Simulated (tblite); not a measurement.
Record of a relaxation.

C₃H₁₂O₃SSi₂.
SMILES with atom numbers: `[CH3:1][O:2][Si:3]([O:4][CH3:5])([O:6][CH3:7])[S:8][SiH3:9]` (hydrogens: H10, H11, H12 on C1; H13, H14, H15 on C5; H16, H17, H18 on C7; H19, H20, H21 on Si9)

Computed with GFN2-xTB (tblite), gas phase: L-BFGS steps from a force-field or distance-geometry start until the largest atomic force falls under 0.01 eV/Å. 5 of its 199 geometries are shown.

Step 0: E = -858.8673 eV, largest atomic force 2.898 eV/Å
```
atom  x, y, z in Å  |  force x, y, z in eV/Å
C1     -0.271    0.432    2.546   -0.542  -0.811   1.419
O2     -1.227    0.052    1.576    1.715  -0.085  -1.809
Si3    -0.423   -0.219    0.093   -2.733   0.532  -0.804
O4     -1.006   -1.706   -0.536    1.270   2.049   1.097
C5      0.139   -2.409   -0.942    0.016  -1.059  -1.153
O6     -0.997    1.015   -0.978    1.199  -1.354   1.290
C7     -2.390    0.885   -0.954   -0.868  -1.224   1.098
S8      1.688   -0.301    0.243   -0.018   0.051   0.462
Si9     2.687    1.295   -0.761    0.580   0.844  -0.167
H10    -0.829    0.535    3.514    0.500   0.220  -0.796
H11     0.412   -0.438    2.655    0.038   0.811   0.235
H12     0.264    1.347    2.261   -0.179  -0.303   0.300
H13     0.790   -1.697   -1.505   -0.199  -1.209   0.161
H14    -0.178   -3.248   -1.600    0.120   0.510   0.334
H15     0.658   -2.827   -0.067    0.041   0.142  -0.411
H16    -2.623    0.503    0.090   -0.644   0.782  -1.224
H17    -2.689    0.060   -1.635   -0.013   0.736   0.127
H18    -2.906    1.825   -1.145    0.301  -0.142  -0.154
H19     3.729    0.670   -1.587   -0.235  -0.051   0.118
H20     1.802    2.139   -1.552   -0.090  -0.169   0.071
H21     3.360    2.105    0.283   -0.262  -0.271  -0.194
```

Step 50: E = -860.4454 eV, largest atomic force 0.147 eV/Å
```
atom  x, y, z in Å  |  force x, y, z in eV/Å
C1     -0.412    0.107    2.883    0.006  -0.024  -0.042
O2     -0.615   -0.595    1.680   -0.012  -0.004   0.012
Si3    -0.094   -0.296    0.173   -0.073   0.023   0.007
O4     -0.601   -1.542   -0.724    0.019   0.016  -0.024
C5     -0.008   -2.805   -0.894    0.023   0.053   0.044
O6     -0.702    1.046   -0.503   -0.068   0.013   0.000
C7     -2.000    1.181   -1.029   -0.006   0.002  -0.026
S8      2.020   -0.010    0.160   -0.081  -0.106   0.037
Si9     2.421    1.699   -1.076    0.123   0.075  -0.031
H10    -1.330    0.038    3.469    0.002  -0.032  -0.019
H11     0.407   -0.359    3.435    0.016   0.036  -0.014
H12    -0.177    1.159    2.710    0.014  -0.050  -0.049
H13     0.769   -2.733   -1.658    0.007  -0.055   0.035
H14    -0.780   -3.506   -1.218    0.000   0.080   0.022
H15     0.437   -3.148    0.039    0.016  -0.065  -0.010
H16    -2.732    1.259   -0.224    0.018   0.044   0.046
H17    -2.256    0.319   -1.643    0.043  -0.012  -0.025
H18    -2.013    2.087   -1.636   -0.013   0.000   0.028
H19     3.388    1.198   -2.051    0.000   0.049   0.062
H20     1.276    2.268   -1.766   -0.050  -0.061   0.043
H21     2.994    2.650   -0.127    0.015   0.020  -0.095
```

Step 99: E = -860.5191 eV, largest atomic force 0.074 eV/Å
```
atom  x, y, z in Å  |  force x, y, z in eV/Å
C1     -0.413   -0.092    2.777    0.028  -0.006   0.006
O2     -0.678   -0.632    1.506    0.011  -0.022   0.005
Si3    -0.036   -0.202    0.078   -0.001   0.008   0.004
O4     -0.335   -1.432   -0.929    0.003  -0.044   0.040
C5     -0.076   -2.801   -0.733    0.023   0.032   0.016
O6     -0.667    1.127   -0.599   -0.012   0.016   0.006
C7     -2.011    1.274   -0.984   -0.011   0.005  -0.005
S8      2.018    0.294    0.357    0.019  -0.023  -0.008
Si9     2.481    1.760   -1.149    0.027  -0.035   0.007
H10    -1.112   -0.549    3.477    0.000  -0.016  -0.002
H11     0.613   -0.323    3.069   -0.008   0.021   0.007
H12    -0.544    0.991    2.779   -0.012  -0.001   0.001
H13     0.903   -3.050   -1.151   -0.023   0.015   0.031
H14    -0.851   -3.363   -1.255    0.003   0.015  -0.019
H15    -0.091   -3.057    0.328    0.000   0.022  -0.043
H16    -2.662    1.228   -0.109   -0.020  -0.007  -0.012
H17    -2.291    0.482   -1.679   -0.018   0.010  -0.005
H18    -2.111    2.246   -1.466    0.015  -0.001  -0.002
H19     3.610    1.194   -1.878    0.028  -0.010   0.000
H20     1.353    1.975   -2.036    0.009   0.040   0.012
H21     2.889    2.949   -0.405   -0.061  -0.017  -0.039
```

Step 148: E = -860.6016 eV, largest atomic force 0.035 eV/Å
```
atom  x, y, z in Å  |  force x, y, z in eV/Å
C1     -0.331   -0.085    2.914    0.006  -0.010  -0.012
O2     -0.627   -0.648    1.659   -0.002   0.002   0.001
Si3    -0.053   -0.219    0.206   -0.015   0.008   0.013
O4     -0.494   -1.373   -0.836    0.003   0.006  -0.005
C5     -0.135   -2.731   -0.805    0.004  -0.003   0.014
O6     -0.577    1.185   -0.415    0.005  -0.008  -0.013
C7     -1.839    1.422   -0.986   -0.005   0.011  -0.010
S8      2.050    0.090    0.313    0.032  -0.007  -0.011
Si9     2.283    1.539   -1.257    0.021   0.011  -0.016
H10    -0.574   -0.831    3.672   -0.013   0.027  -0.012
H11     0.727    0.173    2.979   -0.002  -0.012   0.002
H12    -0.930    0.815    3.071    0.006  -0.020   0.013
H13     0.948   -2.836   -0.713    0.001  -0.010  -0.012
H14    -0.473   -3.177   -1.741    0.002  -0.005   0.003
H15    -0.612   -3.230    0.038   -0.012  -0.005   0.012
H16    -2.622    1.343   -0.230   -0.020   0.003   0.022
H17    -2.038    0.699   -1.777    0.000  -0.005   0.003
H18    -1.825    2.430   -1.399   -0.005   0.018   0.000
H19     3.705    1.421   -1.551   -0.009   0.020   0.019
H20     1.475    1.177   -2.413    0.019  -0.012  -0.004
H21     1.934    2.852   -0.730   -0.014  -0.008  -0.005
```

Step 198: E = -860.6191 eV, largest atomic force 0.010 eV/Å
```
atom  x, y, z in Å  |  force x, y, z in eV/Å
C1     -0.327   -0.107    2.841    0.000   0.000  -0.003
O2     -0.628   -0.643    1.575   -0.003  -0.002  -0.001
Si3    -0.015   -0.239    0.129   -0.001   0.001   0.000
O4     -0.447   -1.419   -0.887   -0.002  -0.001   0.000
C5     -0.174   -2.792   -0.758    0.001  -0.001   0.001
O6     -0.531    1.152   -0.527    0.001   0.001  -0.001
C7     -1.842    1.438   -0.948    0.000  -0.002  -0.002
S8      2.082    0.098    0.267    0.001   0.002  -0.001
Si9     2.303    1.615   -1.239    0.008   0.001  -0.003
H10    -0.761   -0.772    3.587    0.008   0.002  -0.004
H11     0.754   -0.046    2.980   -0.007   0.001   0.002
H12    -0.757    0.891    2.943    0.004   0.001   0.001
H13     0.903   -2.965   -0.773   -0.003  -0.005   0.002
H14    -0.643   -3.297   -1.602    0.002   0.000   0.002
H15    -0.582   -3.175    0.178   -0.002  -0.001  -0.002
H16    -2.532    1.401   -0.103    0.003  -0.001   0.003
H17    -2.163    0.716   -1.699   -0.002  -0.001  -0.003
H18    -1.835    2.440   -1.375    0.002   0.001   0.000
H19     3.754    1.717   -1.319    0.000  -0.001   0.004
H20     1.728    1.148   -2.493   -0.007   0.001  -0.002
H21     1.704    2.858   -0.776   -0.004   0.004   0.008
```

Task: Summarise the path.

Result: The energy falls by 40.40 kcal/mol from step 0 to step 198; nine tenths of that is first reached at step 50. It never rises by more than 0.2 meV. The largest force goes from 2.898 to 0.010 eV/Å. Among the bonds Si3–O6 changes most, from 1.732 to 1.622 Å; the atoms move by 1.034 Å rms after alignment.

Task: Follow the three bonds and two angles with the largest change from start to end.

Result: 
```tsv
step	E above end (kcal/mol)	largest force (eV/Å)	Si3–O6 (Å)	Si3–O4 (Å)	O2–Si3 (Å)	Si3–O4–C5 (°)	Si3–O6–C7 (°)
0	40.40	2.898	1.732	1.717	1.708	105.3	104.6
9	13.05	0.365	1.627	1.625	1.625	122.6	113.6
17	10.19	0.188	1.634	1.624	1.629	128.9	118.9
26	8.53	0.244	1.624	1.624	1.627	128.5	122.2
34	6.50	0.217	1.625	1.617	1.621	129.6	125.3
43	4.87	0.263	1.620	1.617	1.620	130.1	125.6
52	3.84	0.182	1.622	1.616	1.622	128.4	125.2
60	3.59	0.102	1.620	1.614	1.622	128.8	125.6
69	3.43	0.083	1.620	1.614	1.623	128.5	126.9
77	3.19	0.095	1.616	1.614	1.626	127.7	128.0
86	2.80	0.095	1.619	1.615	1.626	128.2	126.2
95	2.44	0.099	1.619	1.618	1.627	128.4	124.7
103	2.20	0.089	1.619	1.617	1.623	128.3	125.5
112	2.02	0.059	1.619	1.618	1.622	126.7	125.9
121	1.69	0.099	1.619	1.619	1.622	126.0	124.3
129	1.45	0.085	1.619	1.621	1.622	124.2	124.0
138	0.75	0.142	1.619	1.617	1.621	126.7	126.3
146	0.42	0.045	1.622	1.616	1.620	127.6	126.6
155	0.31	0.063	1.622	1.617	1.619	127.8	127.1
164	0.15	0.060	1.622	1.617	1.621	127.5	126.6
172	0.11	0.024	1.622	1.617	1.621	127.0	126.6
181	0.08	0.031	1.622	1.617	1.621	127.3	126.3
189	0.04	0.054	1.622	1.616	1.622	127.1	126.1
198	0.00	0.010	1.622	1.616	1.622	127.1	126.3
```

The cost below is that of the whole relaxation. Hardware: an Arm Neoverse N1 with one thread, no GPU, on a shared host. Cost: 4.8 s wall, 4.3 s CPU.
